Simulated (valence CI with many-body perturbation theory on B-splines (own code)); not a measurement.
## Tl48+: calculated level list

Computed by configuration interaction combined with many-body perturbation theory (CI+MBPT): five valence electrons over a frozen Dirac-Fock core [Ar] 3d10, radial functions for each j: 11 s, 11 p, 10 d, 8 f, 5 g, 2 h, with the one-electron correlation potential Σ1 (screened to all orders), the two-electron term Σ2, the three-electron term Σ3, Breit, model QED; selected single and double excitations, second order for the rest, scaled by the run's own slope (own B-spline code, finite nucleus).

No measured spectrum was set against this ion. As an estimate, large intervals hold to a few tenths of a per cent, small ones and those within an open d or f shell to about a per cent. Among the levels kept, up to 2200 cm⁻¹ of a level comes from second order outside the variational space, and about a tenth of that is noise between levels of different J, which matters for small intervals.

Levels 91 to 135 of 174, with energies above the lowest level, (4s^2 4p1/2^2 4p3/2) J=3/2. "Leading %" is the weight of the configuration and term that name the level; weights of strongly mixed levels are sums over their largest components and can fall short, so below about 35 % the name and the second component can differ from the true leading terms, or belong to a minority configuration. In the jj column 3d3/2^4 stands for four electrons in 3d with j = 3/2. Lifetimes count E1, E2, E3, M1 and M2 decay at the calculated energies, and are blank where another channel may lead or the interval is too uncertain; long ones can be off by a factor of two.

```tsv
No.	Configuration	Term	J	E (× 10³ cm⁻¹)	Leading %	Lifetime	g	Leading jj
91	4s²4p4d²	²H°	9/2	4831.1	23	1.06 ps	1.063	4s^2 4p1/2 4d5/2^2 (30 %)
92	4s²4p4d²	²F°	5/2	4831.9	29	1.48 ps	1.016	4s^2 4p1/2 4d5/2^2 (60 %)
93	4s²4p²4f	²P°	3/2	4835.7	16	1.27 ps	1.134	4s^2 4p1/2 4d5/2^2 (46 %)
94	4s²4p4d²	²F°	7/2	4842.2	14	998 fs	1.156	4s^2 4p1/2 4d5/2^2 (26 %)
95	4s²4p4d²	²P°	1/2	4859.4	55	1.66 ps	0.642	4s^2 4p1/2 4d5/2^2 (72 %)
96	4s4p³4d	⁴F°	3/2	4891.4	35	812 fs	0.817	4s 4p1/2 4p3/2^2 4d3/2 (80 %)
97	4s4p³4d	²G°	9/2	4895.3	35	1.26 ps	1.149	4s 4p1/2 4p3/2^2 4d3/2 (69 %)
98	4s4p³4d	⁴P°	5/2	4926.6	32	404 fs	1.374	4s 4p1/2 4p3/2^2 4d3/2 (83 %)
99	4s4p³4d	⁴D°	1/2	4936.4	52	614 fs	0.596	4s 4p1/2 4p3/2^2 4d3/2 (79 %)
100	4s4p³4d	⁴D°	7/2	4952.4	31	433 fs	1.209	4s 4p1/2 4p3/2^2 4d3/2 (77 %)
101	4s4p³4d	⁴P°	3/2	4953.5	34	350 fs	1.521	4s 4p1/2 4p3/2^2 4d3/2 (90 %)
102	4s4p³4d	⁶D°	9/2	4985.0	40	2.24 ps	1.357	4s 4p1/2 4p3/2^2 4d5/2 (92 %)
103	4s4p³4d	⁴F°	3/2	4987.9	35	462 fs	0.834	4s 4p1/2 4p3/2^2 4d3/2 (92 %)
104	4s4p³4d	⁴F°	5/2	4992.9	26	608 fs	1.072	4s 4p1/2 4p3/2^2 4d3/2 (86 %)
105	4s4p³4d	²F°	5/2	5005.6	28	452 fs	1.005	4s 4p1/2 4p3/2^2 4d3/2 (89 %)
106	4s4p³4d	²G°	7/2	5010.5	31	581 fs	1.209	4s 4p1/2 4p3/2^2 4d5/2 (43 %)
107	4s4p²4d²	⁴F	3/2	5017.2	42	10.2 ps	0.440	4s 4p1/2^2 4d3/2^2 (95 %)
108	4s4p³4d	⁴D°	7/2	5033.7	31	512 fs	1.172	4s 4p1/2 4p3/2^2 4d3/2 (50 %)
109	4s4p²4d²	⁴F	5/2	5063.7	25	9.66 ps	1.071	4s 4p1/2^2 4d3/2^2 (92 %)
110	4s4p³4d	²P°	1/2	5069.5	43	282 fs	1.053	4s 4p1/2 4p3/2^2 4d3/2 (78 %)
111	4s4p³4d	⁴G°	11/2	5076.6	95	3.16 ps	1.261	4s 4p1/2 4p3/2^2 4d5/2 (95 %)
112	4s4p³4d	²P°	3/2	5085.9	26	349 fs	1.343	4s 4p1/2 4p3/2^2 4d3/2 (77 %)
113	4s4p³4d	⁴F°	9/2	5094.7	51	1.82 ps	1.236	4s 4p1/2 4p3/2^2 4d5/2 (87 %)
114	4s4p³4d	⁴D°	1/2	5101.8	28	1.18 ps	1.169	4s 4p1/2 4p3/2^2 4d5/2 (83 %)
115	4s4p³4d	²F°	5/2	5123.9	28	315 fs	1.090	4s 4p1/2 4p3/2^2 4d3/2 (62 %)
116	4s4p²4d²	⁴P	1/2	5128.7	45	7.94 ps	2.414	4s 4p1/2^2 4d3/2^2 (92 %)
117	4s4p³4d	⁴D°	1/2	5134.7	35	301 fs	0.870	4s 4p1/2 4p3/2^2 4d3/2 (78 %)
118	4s4p³4d	²D°	3/2	5144.9	22	244 fs	1.095	4s 4p1/2 4p3/2^2 4d3/2 (74 %)
119	4s4p³4d	⁴D°	5/2	5150.1	34	800 fs	1.302	4s 4p1/2 4p3/2^2 4d5/2 (76 %)
120	4s4p³4d	²D°	3/2	5177.3	28	803 fs	1.206	4s 4p1/2 4p3/2^2 4d5/2 (87 %)
121	4s4p³4d	²P°	1/2	5186.7	44	647 fs	1.191	4s 4p1/2 4p3/2^2 4d5/2 (61 %)
122	4s4p³4d	²F°	7/2	5190.6	48	1.54 ps	1.137	4s 4p1/2 4p3/2^2 4d5/2 (90 %)
123	4s4p³4d	⁴D°	5/2	5201.1	34	671 fs	1.289	4s 4p1/2 4p3/2^2 4d5/2 (86 %)
124	4s4p³4d	²F°	7/2	5241.2	40	749 fs	1.213	4s 4p1/2 4p3/2^2 4d5/2 (89 %)
125	4s4p³4d	²P°	3/2	5248.1	38	674 fs	1.345	4s 4p1/2 4p3/2^2 4d5/2 (85 %)
126	4s4p³4d	²G°	9/2	5256.0	74	756 fs	1.126	4s 4p1/2 4p3/2^2 4d5/2 (88 %)
127	4s4p³4d	⁴D°	7/2	5264.8	41	562 fs	1.232	4s 4p1/2 4p3/2^2 4d5/2 (96 %)
128	4s4p³4d	⁴D°	5/2	5273.1	31	653 fs	1.177	4s 4p1/2 4p3/2^2 4d5/2 (88 %)
129	4s4p³4d	²F°	5/2	5282.4	48	1.19 ps	1.047	4s 4p1/2 4p3/2^2 4d5/2 (90 %)
130	4s4p³4d	²P°	3/2	5308.0	42	816 fs	1.071	4s 4p1/2 4p3/2^2 4d5/2 (89 %)
131	4s4p²4d²	⁴F	7/2	5319.9	25	3.57 ps	1.216	4s 4p1/2^2 4d3/2 4d5/2 (88 %)
132	4s4p³4d	²F°	7/2	5330.7	46	550 fs	1.176	4s 4p1/2 4p3/2^2 4d5/2 (84 %)
133	4s4p³4d	²D°	5/2	5335.0	48	525 fs	1.250	4s 4p1/2 4p3/2^2 4d5/2 (88 %)
134	4s4p²4d²	⁴F	5/2	5339.7	18	3.10 ps	1.228	4s 4p1/2^2 4d3/2 4d5/2 (88 %)
135	4s4p²4d²	⁶D	3/2	5362.3	28	2.39 ps	1.566	4s 4p1/2^2 4d3/2 4d5/2 (94 %)
```

Where two levels of one J and parity lie close, their mixing, g and order are uncertain.
